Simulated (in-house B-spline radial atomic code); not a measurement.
Successive ionisation energies of bromine; each step leads to the configuration of the next row (after the last: [Ar] 3d4). Dirac energy differences include first-order Breit, QED and recoil terms. NIST's values go from ground level to ground level; the uncertainty of those that are theory runs from under 0.1 % in few-electron ions to several per cent in heavy many-electron ones. Computed with a radial B-spline atomic code at the basis-set limit: Dirac-Hartree-Fock, average of the configuration, finite nuclei.

| ion | configuration | ionisation energy (eV) | tabulated value (eV) | tabulated kind | computed minus tabulated (eV) | highest orbital | largest mean radius (bohr) |
| --- | --- | --- | --- | --- | --- | --- | --- |
| Br | [Ar] 3d10 4s2 4p5 | 11.5 | 11.81381 | measured | -0.3 | 4p3/2 | 2.119 |
| Br+ | [Ar] 3d10 4s2 4p4 | 21.8 | 21.591 | measured | 0.2 | 4p3/2 | 1.9816 |
| Br2+ | [Ar] 3d10 4s2 4p3 | 33.1 | 34.871 | measured | -1.8 | 4p3/2 | 1.8758 |
| Br3+ | [Ar] 3d10 4s2 4p2 | 45.3 | 47.782 | measured | -2.5 | 4p3/2 | 1.7894 |
| Br4+ | [Ar] 3d10 4s2 4p1 | ? | ? | measured | ? | ? | ? |
| Br5+ | [Ar] 3d10 4s2 | 85.3 | 87.39 | measured | -2.1 | 4s1/2 | 1.491 |
| Br6+ | [Ar] 3d10 4s1 | ? | ? | semi-empirical | ? | ? | ? |
| Br7+ | [Ar] 3d10 | 191.1 | 192.61 | measured | -1.5 | 3d5/2 | 0.57441 |
| Br8+ | [Ar] 3d9 | 226.8 | 224 | tabulated theory | 2.8 | 3d5/2 | 0.55633 |
| Br9+ | [Ar] 3d8 | 264.4 | 261 | tabulated theory | 3.4 | 3d5/2 | 0.54668 |
| Br10+ | [Ar] 3d7 | 303.8 | 301 | tabulated theory | 2.8 | 3d5/2 | 0.53895 |
| Br11+ | [Ar] 3d6 | ? | ? | tabulated theory | ? | ? | ? |
| Br12+ | [Ar] 3d5 | 387.7 | 393 | tabulated theory | -5.3 | 3d5/2 | 0.52364 |

Question: Fill in the row of Br4+.

Answer: ionisation energy (eV): 58.3; tabulated value (eV): 59.595; computed minus tabulated (eV): -1.3; highest orbital: 4p3/2; largest mean radius (bohr): 1.7162.

Question: Fill in the row of Br6+.

Answer: ionisation energy (eV): 101.7; tabulated value (eV): 103.03; computed minus tabulated (eV): -1.3; highest orbital: 4s1/2; largest mean radius (bohr): 1.4474.

Question: Fill in the row of Br11+.

Answer: ionisation energy (eV): 344.9; tabulated value (eV): 338; computed minus tabulated (eV): 6.9; highest orbital: 3d5/2; largest mean radius (bohr): 0.53126.

Question: Where is the largest jump?

Answer: From Br to Br+, by a factor of 1.89 (11.531 to 21.797 eV); the highest orbital goes from 4p3/2 to 4p3/2.

Where a p, d or f electron is removed, the computed value is a mean over both j, so it misses the tabulated one by a part of the spin-orbit splitting; averaging over terms and missing correlation add to the gap, relatively most at low charge.
